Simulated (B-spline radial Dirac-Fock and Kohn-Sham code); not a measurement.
## Ag 2p3/2: cross section and angular parameters

System: the free silver atom, 1s2 2s2 2p6 3s2 3p6 3d10 4s2 4p6 4d10 5s1; threshold 3351.0 eV (tabulated edge). Calculated with a radial atomic solver, using Dirac-Hartree-Slater photoionisation with a Latter tail; cross sections with all multipoles, angular parameters from the dipole term and its interference with E2.

For linearly polarised light dσ/dΩ = σ/(4π) [1 + β P₂(cos θ) + (δ + γ cos²θ) sin θ cos φ], with θ from the polarisation vector and φ the angle between the beam and the projection of the electron momentum on the plane normal to the polarisation.

```
hν (eV)  σ (kb)      β      γ      δ
   4920    57.6  1.477  0.228  0.036
   5100    52.1  1.484  0.295  0.038
 5414.7       ?      ?      ?      ?
   6000    32.8  1.487  0.583  0.048
   6010    32.7  1.487  0.586  0.048
   7190    19.4  1.462  0.881  0.059
 9251.7    9.12  1.394  1.267  0.081
  12600    3.50  1.276  1.688  0.118
  15000    2.01  1.197  1.899  0.146
```

Q: Give the values at Cr Kα (5414.7 eV).

A: σ = 44.0 kb, β = 1.489, γ = 0.403, δ = 0.041.
